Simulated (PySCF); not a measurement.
**C₇H₁₂O₂Si: full NMR table**

- Formula: C7H12O2Si
- SMILES: C=C1CO[C@@H](C(C)=O)C[SiH2]1
- Point group of the computed structure: C1
- Degrees of unsaturation: 3
- Carbon signals: 7
- Proton signals: 10

Bonds (- single, = double, # triple, : aromatic): C1=C2, C2-C3, C3-O4, O4-C5, C5-C6, C6-C7, C6=O8, C5-C9, C9-Si10, Si10-C2. C1 carries H11, H12; C3 carries H13, H14; C5 carries H15; C7 carries H16, H17, H18; C9 carries H19, H20; Si10 carries H21, H22. Stereochemistry as in C=C1CO[C@@H](C(C)=O)C[SiH2]1. H12 is cis to C3; H13, H19, H21 are cis to C6 on the ring; H11 is trans to C3; H14, H20, H22 are trans to C6 on the ring.

[PySCF: coordinates at the GFN2-xTB level; σ from GIAO-PBE0/pcSseg-1; rapidly exchanging positions averaged; non-relativistic Hamiltonian; one computed conformer; in vacuum]

Chemical shifts δ = σref − σ; 1H and 13C and 29Si against TMS; 17O against H2O, all at this level.

| carbon | δC, type | δH (multiplicity) | HMBC from (2–3 bonds) | span of the C tensor (ppm) |
| --- | --- | --- | --- | --- |
| C1 | 134.1, CH2 | H11 5.76 (br s); H12 6.07 (br s) | H13, H22, H21, H14 | 215 |
| C2 | 148.7, C | – | H12, H11, H13, H22, H21, H14, H20, H19 | 258 |
| C3 | 81.1, CH2 | H13 4.67 (m); H14 4.39 (m) | H12, H11, H22, H21, H15 | 64 |
| C5 | 86.8, CH | 3.57 (m) | H13, H22, H21, H14, H16/H17/H18, H20, H19 | 58 |
| C6 | 217.0, C | – | H15, H16/H17/H18, H20, H19 | 203 |
| C7 | 27.2, CH3 | 2.32 (s) | H15 | 43 |
| C9 | 16.7, CH2 | H19 0.99 (m); H20 1.11 (m) | H22, H21, H15 | 42 |

Other nuclei:
```
atoms  nucleus                                                environment  δ (ppm)  σ (ppm)
  H22       1H  hydrogen on a silicon bonded to 2 C, in a 6-membered ring     4.64    27.08
  H21       1H  hydrogen on a silicon bonded to 2 C, in a 6-membered ring     4.49    27.22
 Si10     29Si           silicon bonded to 2 C, 2 H, in a 6-membered ring    -55.0    404.2
   O8      17O                                              ketone oxygen    646.9   -310.8
   O4      17O                                               ether oxygen     63.6    272.5
```

1. Carbon types of the structure: 2 × C, 1 × CH, 3 × CH2, 1 × CH3, leaving 2 H on heteroatoms.
2. δC 217.0: ketone carbonyl carbon; low-lying n→π* states of the double bond to the heteroatom give a large paramagnetic term (-282 ppm).
3. δC 148.7: fully substituted alkene carbon; the olefinic region.
4. δC 134.1: terminal =CH2 carbon; as expected for a trigonal carbon in a double bond.
5. δC 86.8: sp3 CH bonded to O, α to a carbonyl; pulled downfield by the heteroatom.
6. δC 81.1: allylic sp3 CH2 bonded to O; the inductive effect lowers its shielding.

Shifts are as computed. Against solution values, carbons near 30 ppm lie about +3 ppm off and those near 130 ppm about +5 ppm. Of 1309 compounds with measured shifts, 239 miss one by over three times the rms of a fit or turn the order of signals round; such compounds aren't used in these exercises. Unscaled 17O shifts of doubly bonded oxygen tend to come out too high, by tens of ppm or more. Experimental scales use liquid or dissolved standards, which lie at an offset from isolated H2O (liquid H2O: subtract about 36 ppm). No couplings were computed; multiplicities are counted from neighbouring protons, with m where these are inequivalent, close in shift, in a saturated or five-membered ring or joined by F or P, and br s for small geminal =CH2 splittings.
